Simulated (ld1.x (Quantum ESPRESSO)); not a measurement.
# How hard is this titanium (Ti) PAW potential?

| Quantity | Value |
| --- | --- |
| Element | Ti |
| Generator | ld1.x (Quantum ESPRESSO) 7.5 |
| Type | PAW |
| Functional | PBEsol |
| Relativity | scalar-relativistic |
| Frozen core | [Ar] |
| Valence charge | 4 |
| Reference configuration | 3d2 4s2 4p0 |
| Partial waves | 4s (bound): rcut 2.45, rcutus 3.20 bohr; 4s channel at 0.8 Ry: rcut 2.45, rcutus 3.20 bohr; 4p (bound, empty): rcut 2.65, rcutus 3.30 bohr; 4p channel at 0.85 Ry: rcut 2.65, rcutus 3.30 bohr; 3d (bound): rcut 2.50, rcutus 3.00 bohr; 3d channel at 0.2 Ry: rcut 2.50, rcutus 3.00 bohr |
| Local potential | all-electron potential smoothed inside 3.30 bohr (lloc = -2) |
| Core correction | Bessel-smoothed model core inside 2.90 bohr |
| Augmentation charge | BG, radius 2.40 bohr |

The pseudo-atom Hamiltonian at the reference potential is diagonalised in spherical Bessel functions j_l(qr) that vanish at 20 bohr, with q² up to the cutoff. All-electron valence levels (Ry): 4s -0.3291, 4p -0.1065, 3d -0.3142.

Question: How do the lowest levels (Ry) of each channel move with the cutoff, and are there ghosts?

Answer:

```tsv
cutoff (Ry)	s #1	p #1	d #1	d #2	f #1	f #2	Σ f·Δε (mRy)
8	-0.3291	-0.1065	-0.3116	0.0536	0.1051	0.2242	5.4
10	-0.3291	-0.1065	-0.3137	0.0533	0.1051	0.2242	1.1
12	-0.3291	-0.1065	-0.3141	0.0529	0.1051	0.2242	0.3
15	-0.3291	-0.1065	-0.3141	0.0523	0.1051	0.2242	0.2
18	-0.3291	-0.1065	-0.3142	0.0519	0.1051	0.2242	0.1
400	-0.3291	-0.1065	-0.3142	0.0518	0.1051	0.2242	0.0
```

Result: no extra level below or beside the all-electron valence levels (s, p, d, f tested); 10 mRy is reached at 8 Ry and 1 mRy at 12 Ry.

Test run stopped at test 4 of 7 (negative rho), 2 before it not solved.
